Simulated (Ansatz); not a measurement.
Ideal-gas functions of `O[CH2][In]([F])[F]` at 298.15 K and 1 bar, from an Ansatz frequency run at PBE0-D4/def2-TZVP.

Molar mass 183.85 g/mol, point group C1 (symmetry number 1), electronic degeneracy 1, moments of inertia 85.212, 261.236, 335.514 u Å². Harmonic wavenumbers (cm⁻¹, unscaled): 44, 69, 141, 151, 253, 460, 516, 545, 618, 746, 1096, 1158, 1230, 1397, 1483, 3042, 3157, 3784.

Use S(trans) = R[1.5 ln M + 2.5 ln T − 1.1517]; rotational temperatures θ = 24.2544 K / I; S(rot) = R[ln(√π/σ · √(T³/θAθBθC)) + 1.5]; for each mode x = 1.438777 ν̃/T, S = R[x/(eˣ − 1) − ln(1 − e⁻ˣ)] and H = RT x/(eˣ − 1); 1 cm⁻¹ = 0.0119627 kJ/mol; R = 8.31446 J/(mol·K).

Task: By hand: the entropy, in J/(mol·K).

Result: Translation 173.9. Rotation: θ = 0.2846, 0.0928, 0.0723 K, giving 114.3. Vibration, mode by mode: 21.21, 17.50, 11.67, 11.13, 7.15, 3.21, 2.59, 2.32, 1.76, 1.07, 0.27, 0.21, 0.15, 0.08, 0.05, 0.00, 0.00, 0.00, in all 80.4. Electronic 0.0. Sum 368.6 J/(mol·K).

Task: By hand: H − E and G − E in kJ/mol, counted from the electronic energy.

Result: Zero-point energy ½ × 19890 × 0.0119627 = 119.0; thermal vibration 11.6; translation, rotation and pV give 4 RT = 9.9. H − E = 140.5 kJ/mol, and G − E = 140.5 − 298.15 × 368.6/1000 = 30.6 kJ/mol.

Vibration gives 22 % of the entropy, 50.4 J/(mol·K) of it from the modes under 150 cm⁻¹: soft modes count most, and the harmonic formula is weakest for them. The sum counts one conformer and one mirror image; others add a mixing term.
